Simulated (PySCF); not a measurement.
# OsS₃: umbrella–stretch map

Method: PBE0/[Os def2-SVP with ECP60, S def2-SVP], scalar-relativistic core potentials, density fitting, no spin–orbit coupling, PySCF.

Rigid scan from the singlet minimum (Os–S 2.077 Å (×3); S–Os–S 120.0° (×3)). Coordinate: rows: all bonds scaled; columns: angle to the threefold axis. Energies in kJ/mol from the minimum.

Q: Give the energy map for rows 0.95, 0.98, 1.00, 1.03, 1.07 and columns 60, 66, 72, 78, 84, 90.

A: 
| scale \ angle | 60 | 66 | 72 | 78 | 84 | 90 |
| --- | --- | --- | --- | --- | --- | --- |
| 0.95 | 286.1 | 178.8 | 116.6 | 84.3 | 70.5 | 66.9 |
| 0.98 | 213.2 | 115.7 | 58.2 | 27.3 | 13.5 | 9.7 |
| 1.00 | 192.9 | 101.7 | 47.2 | 17.5 | 3.8 | 0.0 |
| 1.03 | 195.5 | 113.3 | 63.3 | 35.5 | 22.3 | 18.5 |
| 1.07 | 245.0 | 173.7 | 129.8 | 104.7 | 92.5 | 88.9 |

Q: And the size of the dipole moment (D) on the same grid?

A: 
```json
{"scale \\ angle": "0.95", "60": "0.11", "66": "0.42", "72": "0.49", "78": "0.40", "84": "0.22", "90": "0.00"}
{"scale \\ angle": "0.98", "60": "0.10", "66": "0.22", "72": "0.33", "78": "0.29", "84": "0.16", "90": "0.00"}
{"scale \\ angle": "1.00", "60": "0.24", "66": "0.09", "72": "0.22", "78": "0.22", "84": "0.13", "90": "0.00"}
{"scale \\ angle": "1.03", "60": "0.45", "66": "0.12", "72": "0.05", "78": "0.10", "84": "0.07", "90": "0.00"}
{"scale \\ angle": "1.07", "60": "0.73", "66": "0.39", "72": "0.17", "78": "0.05", "84": "0.00", "90": "0.00"}
```

The bond scale of lowest energy on the grid is 1.00 at 60°, 1.00 at 66°, 1.00 at 72°, 1.00 at 78°, 1.00 at 84°, 1.00 at 90°.

No spin–orbit coupling is included, which matters more the heavier the element.
